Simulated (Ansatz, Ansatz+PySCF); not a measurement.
```xyz
3

O     0.0020    0.2002   -1.3151
P    -0.0066   -0.4243   -0.0356
O     0.0305    0.1989    1.4042
```

Basis set: def2-SVP (spherical functions). Left uncorrelated: 7 orbitals. Correlation on ROHF uses semicanonical orbitals with singles. Charge 0, multiplicity 2.

Computed with Ansatz (development build ahead of 0.2.0); each method stands on the lowest determinant of its kind that the runs found.

The atomization energy at this shape (free ground-state atoms in the same class of orbitals less the molecule, no zero-point energy) of doublet PO₂:

```
     method  atomization energy
UHF-CCSD(T)             8.99 eV
    UHF-MP2             9.34 eV
   ROHF-MP2             9.02 eV
```

(1) What does ROHF give?

Answers

(1) 3.92 eV. Caution: the shape is not the minimum.
